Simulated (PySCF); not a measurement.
MgF₂, SMILES [F][Mg][F].

Coordinates come from a ωB97X-D3(BJ)/def2-TZVP optimisation. The isomer is the one that the SMILES or the coordinates give; other isomers of the formula were not compared.

Calculation: PySCF with PBE/def2-TZVPD.

Gas-phase values at a fixed geometry.

| Property | Value |
|---|---|
| total energy | -399.67779 hartree |
| point group | D∞h |
| highest occupied level | -8.35 eV |
| lowest empty level | -2.54 eV |
| orbital gap | 5.81 eV |
| dipole moment | 0.000 e·Å |
| quadrupole, principal values (traceless, Buckingham form, about the centre of nuclear charge) | -17.78, 8.89, 8.89 D·Å |
| mean static polarisability | 20.8 bohr³ (3.08 Å³) |
| polarisability, principal values | 19.3, 19.3, 23.7 bohr³ |
